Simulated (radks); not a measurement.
All-electron atom: Sc5+ in [Ne] 3s2 3p4.

Method: Dirac Kohn-Sham, PBE, spin-unpolarised, spherical densities, point nucleus; open shells are shared between the two j in proportion to 2j + 1; computed with a radial shooting solver on a logarithmic mesh with Libxc functionals.

Energy parts (hartree):
total: -756.28503
kinetic: 763.12852
electron-nucleus: -1751.78527
Hartree: 268.97269
exchange-correlation: -36.60097

Orbitals (lengths in bohr, moments of r in powers of bohr; r(max) is where P^2 peaks; r(90%) holds 90 % of the orbital's charge):
orbital     occ.  eigenvalue (hartree)      <r>   r(max)  r(90%)
1s1/2          2             -164.6369  0.07304  0.04780   0.130
2s1/2          2             -20.40943   0.3426   0.2833   0.533
2p1/2          2             -17.37259   0.3050   0.2306   0.502
2p3/2          4             -17.20114   0.3076   0.2327   0.506
3s1/2          2              -4.62612    1.009   0.8993    1.49
3p1/2    1.33333              -3.80840    1.050   0.9187    1.58
3p3/2    2.66667              -3.78513    1.056   0.9239    1.59

The highest occupied level is 3p3/2 at -103.00 eV. Summed over all electrons, <r^2> = 8.459 bohr^2, which gives a Langevin (diamagnetic) susceptibility term of -6.7 x 10^-6 cm^3/mol.
